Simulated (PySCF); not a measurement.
Ge⁺ (germanium, charge +1): UHF calculation

Configuration: [Ar] 3d10 4s2 4p1, 2P determinant. Computed with PySCF 2.14 in x2c-SVPall (5s4p3d, 32 functions), with the spin-free X2C one-electron Hamiltonian (Gaussian nucleus).

- Total energy: -2096.413261 hartree
- One-electron energy: -2911.5502 hartree
- Hartree (Coulomb) energy: 893.4955 hartree
- Exchange energy: -78.3586 hartree
- ⟨S²⟩: 0.7589
- ⟨L²⟩: 2.027
- Sum of ⟨r⟩: 20.79 bohr
- Sum of ⟨r²⟩: 28.86 bohr²
- Traceless quadrupole moment −½Σ⟨3z² − r²⟩ along its main axis: -3.23 e·bohr²
- Langevin diamagnetic susceptibility: -22.9 ×10⁻⁶ cm³/mol
- Time after the integrals: 0.16 s of wall time on 1 thread of Neoverse-N1 (shared host)

```
shell  electrons  mean orbital energy (hartree)  spread (hartree)  rms radius, mean of both spins (bohr)
 1s α          1                     -411.10169                 0                                 0.0542
 1s β          1                     -411.09924                 0                                 0.0542
 2s α          1                      -53.75359                 0                                  0.227
 2s β          1                      -53.75318                 0                                  0.227
 2p α          3                      -46.85666           0.00113                                  0.203
 2p β          3                      -46.85473           0.00475                                  0.203
 3s α          1                       -7.74414                 0                                  0.668
 3s β          1                       -7.74019                 0                                  0.668
 3p α          3                       -5.55036           0.00010                                  0.701
 3p β          3                       -5.54474           0.01764                                  0.701
 3d α          5                       -1.93849           0.01091                                  0.815
 3d β          5                       -1.93577           0.01752                                  0.815
 4s α          1                       -0.90332                 0                                   2.24
 4s β          1                       -0.81936                 0                                   2.24
 4p α          1                       -0.57088                 0                                   2.82
```

Densities and radii are taken from the X2C orbitals without a picture-change correction, which distorts them close to the nucleus.
